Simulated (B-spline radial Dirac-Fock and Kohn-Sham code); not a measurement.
**Total and shell-resolved photoionisation of Tm⁴⁺**

System: Tm⁴⁺, configuration [Xe] 4f11.

Input file task.json (cfg lists n, l and occupation; rrms is the nuclear radius in fm):

```json
{"items": [{
  "Z": 69,
  "q": 4,
  "cfg": [[1, 0, 2], [2, 0, 2], [2, 1, 6], [3, 0, 2], [3, 1, 6], [3, 2, 10], [4, 0, 2], [4, 1, 6], [4, 2, 10], [4, 3, 11], [5, 0, 2], [5, 1, 6]],
  "A": 169,
  "rrms": 5.2256,
  "do": ["binding", "quiet", "photo"],
  "hv": [21.22, 80, 100, 200, 340.0, 477.0, 600, 638.0, 3330.0, 5414.7, 8047.8, 9251.7, 12100.0, 18400.0, 34700.0, 39200.0]
}]}
```

Command: `python xray_run.py task.json out`

The computed values come from an atomic code on a B-spline grid: a relativistic central-field model (Hartree-Slater potential of the initial state, Latter tail, multipole expansion of the photon field, Dirac-Fock thresholds).

Computed thresholds (eV): K 59446.6, L1 10183.5, L2 9678.4, L3 8709.5, M1 2375.8, M2 2155.3, M3 1947.7, M4 1576.3, M5 1532.0, N1 536.9, N2 447.2, N3 400.3, N4 252.0, N5 243.4, N6 65.13, N7 63.71, O1 112.5, O2 83.73, O3 76.81.

| photon energy (eV) | total (b) | K (%) | L (%) | M (%) | N (%) | O (%) |
| --- | --- | --- | --- | --- | --- | --- |
| 80 | 4.736e+06 | – | – | – | 86.0 | 14.0 |
| 100 | 6.275e+06 | – | – | – | 90.4 | 9.6 |
| 200 | 5.721e+06 | – | – | – | 95.4 | 4.6 |
| 340 | 3.539e+06 | – | – | – | 96.1 | 3.9 |
| 477 | 2.634e+06 | – | – | – | 96.4 | 3.6 |
| 600 | 1.963e+06 | – | – | – | 96.3 | 3.7 |
| 638 | 1.785e+06 | – | – | – | 96.2 | 3.8 |
| 3330 | 349600 | – | – | 81.8 | 16.9 | 1.3 |
| 5414.7 | 104100 | – | – | 81.0 | 17.3 | 1.7 |
| 8047.8 | 37630 | – | – | 80.4 | 17.6 | 2.0 |
| 9251.7 | 70230 | – | 62.8 | 29.8 | 6.6 | 0.8 |
| 12100 | 55750 | – | 77.0 | 18.3 | 4.1 | 0.5 |
| 18400 | 18510 | – | 77.5 | 17.9 | 4.1 | 0.6 |
| 34700 | 3299 | – | 77.8 | 17.5 | 4.1 | 0.6 |
| 39200 | 2356 | – | 77.8 | 17.5 | 4.1 | 0.6 |
